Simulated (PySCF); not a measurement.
Compound: C5H10AlNO.
Cartesian coordinates in Å at the PBE0/def2-SV(P) level; atoms count from 1:
```
atom  x, y, z in Å
C1    -2.1458    0.5761    1.1816
O2    -1.6943   -0.5282    0.4010
C3    -2.0184   -1.8010    0.9564
Al4   -0.5841   -0.3081   -1.2069
C5     1.3137   -0.1845   -0.5895
C6     1.8837   -0.2689    0.6324
C7     1.1311   -0.4890    1.8291
N8     0.5180   -0.6655    2.8004
H9    -3.2451    0.5305    1.2725
H10   -1.8580    1.4920    0.6463
H11   -1.6684    0.5438    2.1749
H12   -1.5297   -1.9075    1.9390
H13   -3.1150   -1.8863    1.0510
H14   -1.6470   -2.5637    0.2576
H15   -0.9215   -1.6801   -1.9674
H16   -1.1539    1.0886   -1.7549
H17    2.0571   -0.0120   -1.3878
H18    2.9677   -0.1739    0.7908
```

Computed, not measured: PySCF 2.14.0, PBE0/def2-SV(P) geometry optimisation, gas phase.

(1) Which atoms are bound to Al4, and at what distances?

(2) List the angles at Al4.

(3) What is the shape at Al4?

(4) What are the other bond lengths?

(5) Give some angles away from the centre.

(6) What are the rotational constants (commonest isotopes, rigid rotor)?

Results:

(1) 4 atoms: H15 1.604 Å, H16 1.605 Å, O2 1.966 Å, C5 2.000 Å. The nearest atom not counted as bound is H17, at 2.66 Å.

(2) 
```json
{"angle": "H15–Al4–H16", "degrees": "120.5", "distance of the outer atoms (Å)": "2.79"}
{"angle": "C5–Al4–H15", "degrees": "113.5", "distance of the outer atoms (Å)": "3.02"}
{"angle": "C5–Al4–H16", "degrees": "112.9", "distance of the outer atoms (Å)": "3.01"}
{"angle": "O2–Al4–C5", "degrees": "106.9", "distance of the outer atoms (Å)": "3.19"}
{"angle": "O2–Al4–H16", "degrees": "100.1", "distance of the outer atoms (Å)": "2.75"}
{"angle": "O2–Al4–H15", "degrees": "100.0", "distance of the outer atoms (Å)": "2.74"}
```

(3) Distorted tetrahedral: angles from 100.0° to 120.5°; τ4 = (360° − α − β)/141° = 0.89 with α and β the two widest (0 for a square, 1 for a tetrahedron).

(4) C1–O2, O2–C3 1.426 Å; C5=C6 1.351 Å; C6–C7 1.431 Å; C7≡N8 1.162 Å; C1–H9 and 5 like bonds 1.102 Å; C5–H17 1.104 Å; C6–H18 1.100 Å.

(5) C1–O2–C3 114.0°, C1–O2–Al4 122.7°, Al4–C5–C6 132.5°, C5–C6–C7 123.0°, C6–C7–N8 179.9°.

(6) A = 1878, B = 1530, C = 1023 MHz: an asymmetric top.

Point group: near Cs, missed by 0.16 Å at most; the miss may be what the optimiser left on a soft mode. Charge 0, singlet. Isolated species at its PBE0/def2-SV(P) geometry (one conformer only). No PBE0/def2-SV(P) frequencies stand behind this structure, so it isn't proved a minimum.
